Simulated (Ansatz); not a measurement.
Reaction (formal exchange of groups at a Ta–O bond): `[NH2][Ta]([OH])(=[S])[Cl]` + CH₄ → `[CH3][Ta]([NH2])(=[S])[Cl]` + H₂O

Program: Ansatz. Geometries: PBE0-D4/def2-TZVP. ΔE: electronic, gas phase. CCSD(T)/CBS is the MP2 limit (def2-TZVPP, def2-QZVPP) plus CCSD(T) − MP2 in def2-TZVPP, frozen cores. This one scheme is used for every species. DFT in def2-TZVPP. B3LYP here is the variant with VWN-RPA as its local correlation; programs differ in this. HSE06 is defined as in plane-wave codes. Elements past krypton have def2 core potentials. For Ta outer-core shells are correlated without core-valence functions, which leaves a few kJ/mol of doubt a bond. One conformer a species, not always the lowest.

| level | ΔE (kJ/mol) | difference from CCSD(T)/CBS |
| --- | --- | --- |
| LDA (SPW92) | 157.7 | 8.0 |
| PBE-D4 | 156.7 | 7.0 |
| revPBE-D4 | 157.2 | 7.5 |
| BLYP-D4 | 165.4 | 15.7 |
| r2SCAN-D4 | 163.4 | 13.7 |
| B97M-V | 166.6 | 16.9 |
| PBE0-D4 | 154.9 | 5.2 |
| B3LYP-D4 | 163.7 | 14.0 |
| r2SCANh-D4 | 161.7 | 12.0 |
| r2SCAN0-D4 | 159.6 | 9.9 |
| HSE06-D4 | 154.6 | 4.9 |
| BHLYP-D4 | 164.4 | 14.7 |
| CAM-B3LYP-D4 | 168.1 | 18.4 |
| ωB97X-V | 163.2 | 13.5 |
| ωB97M-V | 158.8 | 9.1 |
| B2PLYP | 163.0 | 13.3 |
| PBE-QIDH | 155.2 | 5.5 |
| PBE | 158.2 | 8.5 |
| revPBE | 158.1 | 8.4 |
| BLYP | 167.8 | 18.1 |
| r2SCAN | 164.0 | 14.3 |
| PBE0 | 156.5 | 6.8 |
| r2SCANh | 162.5 | 12.8 |
| r2SCAN0 | 160.4 | 10.7 |
| HSE06 | 156.1 | 6.4 |
| BHLYP | 166.8 | 17.1 |
| LC-ωPBE | 165.1 | 15.4 |
| HF/def2-SVP | 175.9 | 26.2 |
| MP2/def2-SVP | 171.2 | 21.5 |
| CCSD/def2-SVP | 169.3 | 19.6 |
| CCSD(T)/def2-SVP | 169.9 | 20.2 |
| HF/def2-TZVPP | 170.2 | 20.5 |
| MP2/def2-TZVPP | 152.1 | 2.4 |
| SCS-MP2/def2-TZVPP | 156.0 | 6.3 |
| CCSD/def2-TZVPP | 153.8 | 4.1 |
| CCSD(T)/def2-TZVPP | 153.0 | 3.3 |
| HF/def2-QZVPP | 168.7 | 19.0 |
| SCS-MP2/def2-QZVPP | 153.6 | 3.9 |
| HF/CBS(def2) | 168.5 | 18.8 |
| CCSD/CBS(def2) | 150.5 | 0.8 |
| CCSD(T)/CBS | 149.7 | 0 |

Largest T1 diagnostic among the species: 0.020.

In def2-TZVPP, CCSD(T) changes the Hartree–Fock value by −17.2 kJ/mol (the triples alone add −0.8 kJ/mol) and MP2 by −18.0 kJ/mol. At CCSD(T), def2-SVP lies +20.2 kJ/mol from the extrapolated value and def2-TZVPP +3.3 kJ/mol. From r2SCAN to r2SCAN0 (25 % exact exchange), in def2-TZVPP and without D4, ΔE moves by −3.6 kJ/mol.
